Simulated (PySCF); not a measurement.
**Magnetisability: `InChI=1S/C6H10FN/c1-5(3-4-8)6(2)7/h3H,2,4,8H2,1H3/b5-3-`**

Molfile (atoms numbered from 1):
```
C6H10FN
     RDKit          3D

 18 17  0  0  0  0  0  0  0  0999 V2000
    2.2533    1.6301   -0.2295 C   0  0  0  0  0  0  0  0  0  0  0  0
    1.0429    1.1509    0.0393 C   0  0  0  0  0  0  0  0  0  0  0  0
    0.0830    2.0601    0.3555 F   0  0  0  0  0  0  0  0  0  0  0  0
    0.6180   -0.2433    0.0434 C   0  0  0  0  0  0  0  0  0  0  0  0
    1.7109   -1.2509   -0.1846 C   0  0  0  0  0  0  0  0  0  0  0  0
   -0.6429   -0.6486    0.2347 C   0  0  0  0  0  0  0  0  0  0  0  0
   -1.8705    0.1786    0.4546 C   0  0  0  0  0  0  0  0  0  0  0  0
   -3.0380   -0.6902    0.5121 N   0  0  0  0  0  0  0  0  0  0  0  0
    2.4368    2.6890   -0.1919 H   0  0  0  0  0  0  0  0  0  0  0  0
    3.0744    0.9931   -0.4889 H   0  0  0  0  0  0  0  0  0  0  0  0
    2.1649   -1.1079   -1.1640 H   0  0  0  0  0  0  0  0  0  0  0  0
    2.4883   -1.1488    0.5706 H   0  0  0  0  0  0  0  0  0  0  0  0
    1.3094   -2.2590   -0.1345 H   0  0  0  0  0  0  0  0  0  0  0  0
   -0.8416   -1.7118    0.2351 H   0  0  0  0  0  0  0  0  0  0  0  0
   -1.9461    0.9543   -0.3261 H   0  0  0  0  0  0  0  0  0  0  0  0
   -1.7981    0.6989    1.4160 H   0  0  0  0  0  0  0  0  0  0  0  0
   -3.8681   -0.1481    0.7240 H   0  0  0  0  0  0  0  0  0  0  0  0
   -3.1853   -1.1402   -0.3858 H   0  0  0  0  0  0  0  0  0  0  0  0
  1  2  2  0
  2  3  1  0
  2  4  1  0
  4  5  1  0
  4  6  2  0
  6  7  1  0
  7  8  1  0
  1  9  1  0
  1 10  1  0
  5 11  1  0
  5 12  1  0
  5 13  1  0
  6 14  1  0
  7 15  1  0
  7 16  1  0
  8 17  1  0
  8 18  1  0
M  END
```

Method used: GIAO wB97X-D/pcSseg-1 magnetisability, rotational g tensor and spin-rotation constants, non-relativistic, gas phase in PySCF 2.14.0. Geometry: GFN2-xTB.

Q: How diamagnetic is it, and how anisotropic?

A: Isotropic -1195 × 10⁻³⁰ J/T², or -72.0 × 10⁻⁶ cm³/mol; principal values -1324, -1200, -1063 × 10⁻³⁰ J/T², anisotropy 226 × 10⁻³⁰ J/T² (root of half the summed squared differences of the principal values). The susceptibility is in cgs units.

Q: Split it along the inertial axes a, b, c into diamagnetic and paramagnetic parts about the centre of mass, with the quadrupole moment.

A: 
| axis | χ (10⁻⁶ cm³/mol) | diamagnetic (10⁻⁶ cm³/mol) | paramagnetic (10⁻⁶ cm³/mol) | summed x² of all electrons (Å²) | quadrupole Θ (D Å) |
| --- | --- | --- | --- | --- | --- |
| a | -72.0 | -467.0 | 395.0 | 229.1 | +4.89 |
| b | -64.4 | -1034.7 | 970.3 | 95.3 | -0.44 |
| c | -79.6 | -1376.6 | 1296.9 | 14.7 | -4.45 |

Anisotropies 2χaa − χbb − χcc = +0.1 and 2χbb − χaa − χcc = +22.9 × 10⁻⁶ cm³/mol. Θ is traceless in Buckingham's convention.

Q: And the rotational g tensor?

A: 
| axis | rotational constant (GHz) | g | nuclear part | electronic part |
| --- | --- | --- | --- | --- |
| a | 3.3141 | -0.0232 | 0.5919 | -0.6150 |
| b | 1.3124 | -0.0119 | 0.5864 | -0.5983 |
| c | 0.9561 | -0.0008 | 0.5817 | -0.5825 |

Asymmetric top; isotopes 12C, 19F, 1H, 14N; no vibrational averaging.
